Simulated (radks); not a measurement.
Values are calculated unless marked as measured or tabulated.
Correlation energies from several functionals, in hartree. Species: Dy25+ [Kr] 4d5; Se+ [Ar] 3d10 4s2 4p3. Level of theory: non-relativistic Kohn-Sham, LDA (Slater exchange, Perdew-Wang correlation), spin-polarised, spherical densities, point nucleus (a radial shooting solver on a logarithmic mesh with Libxc functionals). Every spin shell is full or empty, so the densities are truly spherical. Functionals are evaluated on that one density, not self-consistently.

functional    Dy25+      Se+
PW92        -4.6605  -2.9850
Wigner      -2.1812  -1.6824
Chachiyo    -4.6090  -2.9396
PBE         -2.3907  -1.5849
LYP         -2.2475  -1.5829
PW91        -2.6441  -1.7227
revTPSS     -2.4137  -1.6122
SCAN        -2.3825  -1.5940
Tao-Mo      -2.3160  -1.5132
